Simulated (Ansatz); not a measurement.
The same molecule with X = O, Se, Te. Ansatz, PBE0-D4/def2-TZVP geometries, multiplicity 1. Each molecule was computed in one conformer, which needn't be the lowest.

Elements past krypton have def2 core potentials. Scalar relativity is left out up to krypton.

| X | molecule | mean X–H bond length / Å | mean X–Si bond length / Å | size of the dipole moment (B3LYP/def2-TZVPP) / D | LUMO energy (B3LYP/def2-TZVPP) / eV | LUMO energy (PBE0/def2-TZVPP) / eV |
| --- | --- | --- | --- | --- | --- | --- |
| O | `O[SiH2]F` | 0.958 | 1.630 | 1.60 | 0.03 | 0.37 |
| Se | `F[SiH2][SeH]` | 1.469 | 2.258 | 1.13 | -0.49 | -0.21 |

(1) Give the row for X = Te, `F[SiH2][TeH]`. (Estimate.)

Answers

(1) Ansatz gave: 
| X | molecule | mean X–H bond length / Å | mean X–Si bond length / Å | size of the dipole moment (B3LYP/def2-TZVPP) / D | LUMO energy (B3LYP/def2-TZVPP) / eV | LUMO energy (PBE0/def2-TZVPP) / eV |
| --- | --- | --- | --- | --- | --- | --- |
| Te | `F[SiH2][TeH]` | 1.657 | 2.474 | 1.11 | -1.05 | -0.82 |

From O to Te the mean X–H bond length rises at each step, by 0.699 Å in all; the mean X–Si bond length rises at each step, by 0.844 Å in all; the LUMO energy (B3LYP/def2-TZVPP) falls at each step, by 1.08 eV in all; the LUMO energy (PBE0/def2-TZVPP) falls at each step, by 1.19 eV in all. Bonds lengthen as the atom grows down the group. Dipoles are sizes alone, and their direction can turn along the series.

B3LYP here is the variant with VWN-RPA as its local correlation; programs differ in this.
